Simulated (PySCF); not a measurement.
Simulated characterisation data

PySCF 2.14 calculation with GFN2-xTB geometry, GIAO PBE0/pcSseg-1 shieldings and J couplings at B3LYP/pcJ-1 (spin–dipole term left out of most H,H and C,H couplings); relativity neglected, in vacuum, one computed conformer, one averaged value for each set of equivalent atoms.

Scale: $^{1}$H (σref 31.72), $^{13}$C (σref 186.93) against TMS (reference shieldings calculated alike). Multiplet labels drop J under 1 Hz and among equivalent protons, and merge close values. Unscaled 3J(H,H) run several per cent high. Splittings of carbon signals by F and P are missing where no couplings were computed. Where no couplings were computed, multiplicities follow the n + 1 count of equivalent neighbours, and m marks all less simple cases (inequivalent or close neighbours, rings, F or P nearby). Shifts are as computed. Against solution values, carbons near 30 ppm lie about +3 ppm off and those near 130 ppm about +5 ppm. Of 1211 compounds with measured shifts, 218 miss one by over three times the rms of a fit or turn the order of signals round; such compounds aren't used in these exercises. Across acyclic CH2–CH2 and CH–CH2 bonds, 3J(H,H) assumes equally populated rotamers.

Compound 1 (C4H7N). $^{1}$H NMR (500 MHz, computed): δ 2.24 (t, J = 7.4 Hz, 2H), 1.61 (sext, J = 7.6 Hz, 2H), 1.24 (t, J = 7.7 Hz, 3H). $^{13}$C{$^{1}$H} NMR (computed): δ 124.0 (C), 24.2 (CH2), 19.7 (CH2), 15.4 (CH3). Structure: `CCCC#N`.

Compound 2 (C8H9FO). $^{1}$H NMR (500 MHz, computed): δ 6.48 (m, 1H), 6.46 (m, 1H), 5.70 (m, 1H), 5.67 (m, 1H), 5.64 (m, 1H), 5.63 (m, 1H), 2.33 (m, 1H), 1.51 (m, 1H), 1.32 (m, 1H). $^{13}$C{$^{1}$H} NMR (computed): δ 172.6, 146.8, 145.5, 127.1, 125.6, 43.9, 27.3, 26.3. Structure: `C=CC1(C=C)C[C@H]1C(=O)F`.
